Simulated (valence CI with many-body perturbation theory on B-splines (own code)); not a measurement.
Results of a calculation; reference values are marked as such.
# C+: what each term of the Hamiltonian does

Method: configuration interaction combined with many-body perturbation theory (CI+MBPT): three valence electrons over a frozen Dirac-Fock core [He], radial functions for each j: 11 s, 11 p, 9 d, 7 f, 5 g, 2 h, 1 i, with the one-electron correlation potential Σ1, the two-electron term Σ2, the three-electron term Σ3, Breit, model QED; selected CI, second order for the rest (own B-spline code, finite nucleus).

Set against measurement, 29 paired levels are off by 41 cm⁻¹ on average, the worst by 104. These come from a selection out of the NIST Handbook of Basic Atomic Spectroscopic Data. Levels without a partner in it may be off by more.

Each rung adds one term. CI alone is the Dirac-Coulomb CI over the frozen core; QED comes last and gives the full result, which names the levels. Energies are above 2s²2p ²P°_1/2 on the same rung, in eV.

Names give the largest LS component (configuration and term), which can be under half, so a name can repeat, a term be missing and a line seem to break the LS rules; names also repeat where a configuration has a term twice.

```
         Level  CI alone       Σ1       Σ2       Σ3    Breit      QED    Full
 2s²2p ²P°_3/2     0.009  +0.0003   0.0000   0.0000  -0.0018   0.0000   0.008
  2s2p² ⁴P_1/2     5.372  -0.0478  +0.0019  +0.0023  -0.0002  -0.0011   5.327
  2s2p² ⁴P_3/2     5.375  -0.0477  +0.0019  +0.0023  -0.0007  -0.0011   5.330
  2s2p² ⁴P_5/2     5.381  -0.0476  +0.0019  +0.0022  -0.0027  -0.0010   5.333
  2s2p² ²D_5/2     9.356  -0.0319  -0.0202  -0.0051  -0.0023  -0.0010   9.295
  2s2p² ²D_3/2     9.356  -0.0319  -0.0202  -0.0051  -0.0017  -0.0010   9.296
  2s2p² ²S_1/2    12.011  -0.0172  -0.0066  -0.0105  -0.0014  -0.0009  11.974
  2s2p² ²P_1/2    13.870  -0.0295  -0.1018  -0.0081  -0.0008  -0.0012  13.729
  2s2p² ²P_3/2    13.876  -0.0293  -0.1018  -0.0081  -0.0024  -0.0011  13.733
  2s²3s ²S_1/2    14.396  +0.0923  -0.0338  -0.0057  -0.0020  +0.0005  14.447
 2s²3p ²P°_1/2    16.265  +0.0919  -0.0230  -0.0053  -0.0021  +0.0004  16.327
 2s²3p ²P°_3/2    16.267  +0.0919  -0.0230  -0.0053  -0.0024  +0.0004  16.328
   2p³ ⁴S°_3/2    17.809  -0.0874  -0.0981  -0.0053  -0.0022  -0.0023  17.613
  2s²3d ²D_3/2    17.968  +0.1076  -0.0266  -0.0053  -0.0025  +0.0004  18.042
  2s²3d ²D_5/2    17.969  +0.1076  -0.0266  -0.0053  -0.0026  +0.0004  18.042
   2p³ ²D°_5/2    18.797  -0.0661  -0.0606  -0.0050  -0.0031  -0.0022  18.660
   2p³ ²D°_3/2    18.797  -0.0661  -0.0606  -0.0050  -0.0020  -0.0022  18.661
  2s²4s ²S_1/2    19.417  +0.1060  -0.0273  -0.0053  -0.0024  +0.0005  19.488
 2s²4p ²P°_1/2    20.080  +0.0969  -0.0261  -0.0053  -0.0023  +0.0003  20.144
 2s²4p ²P°_3/2    20.081  +0.0970  -0.0261  -0.0053  -0.0025  +0.0003  20.144
2s2p3s ⁴P°_1/2    20.681  +0.0428  -0.0200  -0.0053  -0.0010  -0.0007  20.697
2s2p3s ⁴P°_3/2    20.685  +0.0429  -0.0200  -0.0053  -0.0022  -0.0006  20.700
2s2p3s ⁴P°_5/2    20.692  +0.0432  -0.0200  -0.0053  -0.0036  -0.0006  20.705
  2s²4d ²D_3/2    20.765  +0.1087  -0.0261  -0.0053  -0.0025  +0.0005  20.840
  2s²4d ²D_5/2    20.765  +0.1087  -0.0261  -0.0053  -0.0025  +0.0005  20.840
   2p³ ²P°_1/2    20.976  -0.0047  -0.0365  -0.0061  -0.0018  -0.0014  20.926
   2p³ ²P°_3/2    20.980  -0.0049  -0.0367  -0.0061  -0.0028  -0.0014  20.928
 2s²4f ²F°_5/2    20.874  +0.1094  -0.0260  -0.0053  -0.0025  +0.0005  20.950
 2s²4f ²F°_7/2    20.874  +0.1094  -0.0260  -0.0053  -0.0025  +0.0005  20.951
  2s²5s ²S_1/2    21.413  +0.1077  -0.0266  -0.0053  -0.0025  +0.0005  21.487
 2s²5p ²P°_1/2    21.717  +0.0710  -0.0419  -0.0056  -0.0022  -0.0003  21.738
```

The middle columns are the shifts that each term adds.

(1) How does the ionisation energy move along the ladder, and which term matters most?

Results:

(1) CI alone 24.302, + Σ1 24.411, + Σ2 24.385, + Σ3 24.380, + Breit 24.377, + QED 24.378 eV. The largest step is Σ1, 0.109 eV. NIST lists 24.3831 eV (measured).
